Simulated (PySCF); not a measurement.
(E)-1-bromo-1-chloro-2-fluoroethene (C2HBrClF), SMILES F/C=C(\Cl)Br. The structure is a stationary point at TPSSh-D3(BJ)/def2-SVP.

The numbers are results of PySCF with TPSSh-D3(BJ)/def2-SVP, not measurements.

Harmonic wavenumbers (cm⁻¹): 183, 228, 245, 367, 446, 660, 828, 902, 1182, 1306, 1705, 3229. Rotational constants (GHz): 3.927, 1.434, 1.050; symmetry number 1.

Question: Work out the zero-point energy and the ideal-gas rigid-rotor harmonic-oscillator thermochemistry at 298.15 K and 1 atm.

Answer: ZPE = ½ Σ hcν = ½ × 11281 cm⁻¹ = 16.13 kcal/mol. H − E(el) = 20.06 kcal/mol. Entropy in cal/(mol K): translation 41.11, rotation 28.39, vibration 8.62, total 78.12. G − E(el) = -3.23 kcal/mol. Cp = 18.70 cal/(mol K).
